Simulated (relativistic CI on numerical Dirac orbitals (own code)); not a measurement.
# Slater and spin-orbit integrals, Dy⁵⁺

Calculated at this level of theory: Dirac-Coulomb-Breit CI, KLI orbitals optimised for each configuration, model QED, valence Slater integrals scaled by 0.85, P86 correlation energy added to each configuration (own radial code, finite nucleus).

Slater integrals F^k, G^k are unscaled and averaged over j, outside the closed core [Kr] 4d10; ζ comes from projecting the Hamiltonian with its Breit term on Σ l·s of the shell.

- 4f⁸5s²5p⁵: F^2(4f,4f) = 129710, F^4(4f,4f) = 81658, F^6(4f,4f) = 58824, ζ(4f) = 2026.3, F^2(4f,5p) = 58590, G^2(4f,5p) = 28229, G^4(4f,5p) = 22446, ζ(5p) = 31107 cm⁻¹; <r>(4f) = 0.7491, <r^2>(4f) = 0.7004, <r>(5p) = 1.396, <r^2>(5p) = 2.188 (bohr units).
- 4f⁸5s5p⁶: F^2(4f,4f) = 130360, F^4(4f,4f) = 82099, F^6(4f,4f) = 59153, ζ(4f) = 2062.6, G^3(4f,5s) = 32904 cm⁻¹; <r>(4f) = 0.7461, <r^2>(4f) = 0.6941, <r>(5s) = 1.231, <r^2>(5s) = 1.697 (bohr units).
- 4f⁶5s²5p⁶6s: F^2(4f,4f) = 140800, F^4(4f,4f) = 89219, F^6(4f,4f) = 64443, ζ(4f) = 2293.9, G^3(4f,6s) = 4469.1 cm⁻¹; <r>(4f) = 0.6995, <r^2>(4f) = 0.5987, <r>(6s) = 2.564, <r^2>(6s) = 7.289 (bohr units).

Averages of the first 3 configurations, taken without configuration mixing, which lowers the lowest level and can move excited configurations by several eV; other configurations of the list can lie among them:

```tsv
Configuration	Parity	States	Average energy above the lowest level (eV)
4f⁸5s²5p⁵	odd	18018	13.0
4f⁸5s5p⁶	even	6006	43.5
4f⁶5s²5p⁶6s	even	6006	38.8
```
